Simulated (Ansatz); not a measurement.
Consider the ligand exchange at the Si–O bond: `C=C(F)[SiH](O)O` + H–F → `C=C(F)[SiH](O)F` + H₂O.

Computed with Ansatz on PBE0-D4/def2-TZVP structures; ΔE is electronic, products minus reactants. CBS: MP2 limit from def2 TZ/QZ plus the TZ coupled-cluster correction, frozen cores. This one scheme is used for every species. DFT in def2-TZVPP. B3LYP here is the variant with VWN-RPA as its local correlation; programs differ in this. HSE06 is defined as in plane-wave codes. One conformer a species, not always the lowest.

```json
{"level": "B97M-V", "ΔE (kJ/mol)": "-45.2"}
{"level": "r2SCANh-D4", "ΔE (kJ/mol)": "-42.0"}
{"level": "ωB97X-V", "ΔE (kJ/mol)": "-42.1"}
{"level": "B2PLYP", "ΔE (kJ/mol)": "-43.2"}
{"level": "B3LYP", "ΔE (kJ/mol)": "-45.4"}
{"level": "r2SCAN0", "ΔE (kJ/mol)": "-42.0"}
{"level": "HSE06", "ΔE (kJ/mol)": "-41.1"}
{"level": "MP2/def2-TZVPP", "ΔE (kJ/mol)": "-38.4"}
```

**Question.** What does CCSD(T)/CBS give? (An estimate is asked.)

**Answer.** The calculation gave: -40.9 kJ/mol. The listed levels differ from it by -4.3, -1.1, -1.2, -2.3, -4.5, -1.1, -0.2, 2.5 kJ/mol.

Largest T1 diagnostic among the species: 0.012.

Leaving LDA and LC-ωPBE aside and taking each functional with its dispersion term where it has one, the values, not all of them listed here, spread over 6.7 kJ/mol, from B97M-V to revPBE-D4. LDA lies +5.0 kJ/mol from PBE without D4. In def2-TZVPP, CCSD(T) changes the Hartree–Fock value by +7.7 kJ/mol (the triples alone add +1.2 kJ/mol) and MP2 by +9.2 kJ/mol.
